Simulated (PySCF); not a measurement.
## HIrS: from structure and modes to constants

Level of theory: UPBE0 in PySCF with Ir def2-TZVP with ECP60, S def2-TZVP, H def2-TZVP; scalar-relativistic core potentials, no spin–orbit coupling; density-fitted integrals.

The triplet minimum has Cs symmetry. Masses (u): Ir 192.96292, S 31.97207, H 1.00782.

```xyz
3
charge 0 multiplicity 3, angstrom
Ir   -0.0906    0.1475    0.2301
S     0.5293   -0.8624   -1.4266
H     0.5397   -0.8791    1.1989
```

Harmonic wavenumbers (cm⁻¹): 556.4 (a', ×1), 616.3 (a', ×1), 2380.3 (a', ×1).

Question: Find the principal moments of inertia and the rotational constants. What kind of rotor is it?

Answer: About the centre of mass I = 2.3871, 113.94, 116.32 u Å². With B = 16.8576/I this gives 7.062, 0.148, 0.1449 cm⁻¹. The molecule is an asymmetric top with κ = -1.00.

Question: What is the harmonic zero-point energy?

Answer: Half the sum of all 3 wavenumbers, 3553/2 = 1777 cm⁻¹, which is 21.3 kJ/mol (1 cm⁻¹ = 0.0119627 kJ/mol).

Question: Find the vibrational entropy and heat capacity at 298.15 K.

Answer: With u = 1.43878 ω/T, each mode gives S = R[u/(eᵘ−1) − ln(1−e⁻ᵘ)] and C = R u² eᵘ/(eᵘ−1)².
```csv
ω (cm⁻¹),u,S (J/(mol K)),C (J/(mol K))
556.4,2.685,2.22,4.71
616.3,2.974,1.77,4.17
2380.3,11.487,0.00,0.01
```
The sums over all modes are S = 4.0 and C = 8.9 J/(mol K); the softest mode gives 56 % of the entropy.

Question: Give the standard entropy (298.15 K, 1 bar) by its translational, rotational, vibrational and spin parts, and Cp.

Answer: Sackur–Tetrode with M = 225.94 u gives 176.5; rotation with symmetry number 1 gives 91.6; vibration 4.0; spin R ln 3 = 9.1. The total is 281.2 J/(mol K), and Cp = 4 R + 8.9 = 42.2 J/(mol K).

This need not be the most stable arrangement of these atoms. Other spin states or occupations of the open shell can lie lower. With an element this heavy the missing spin–orbit coupling can shift these numbers.
